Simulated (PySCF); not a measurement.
## Cost of excited-state runs on SMILES N#CCO/C=C\C=C\F, C6H6FNO

Geometry (Å), atoms numbered from 1 in this order:
```xyz
15

N     3.7336    1.4708   -1.4976
C     3.1026    0.8290   -0.7959
C     2.3116    0.0144    0.1025
O     0.9354    0.3591   -0.0191
C     0.1062    0.0512    0.9928
C    -1.2371   -0.1938    0.6875
C    -1.6687   -1.3908    0.0857
C    -2.9620   -1.7063   -0.1160
F    -3.3136   -2.9612   -0.4608
H     2.6535    0.1817    1.1373
H     2.4661   -1.0436   -0.1577
H     0.5474   -0.0136    1.9866
H    -1.9841    0.5491    0.9316
H    -0.9260   -2.1416   -0.1492
H    -3.8135   -1.0754    0.0801
```

PySCF with density fitting, on 1 thread of an Intel Xeon, shared host. Command: `OMP_NUM_THREADS=1 python excited_run.py task.json out`

(1) How long does this run take, and how much memory?
- open-shell absorption, BHandHLYP/def2-SVP; 8 states; spin flip; reference multiplicity 3

Answers

(1) 
```csv
run,level,basis functions,wall time,peak memory (GiB)
open-shell absorption,BHandHLYP/def2-SVP,156,53 s,0.58
```
Times from a shared host are rough.
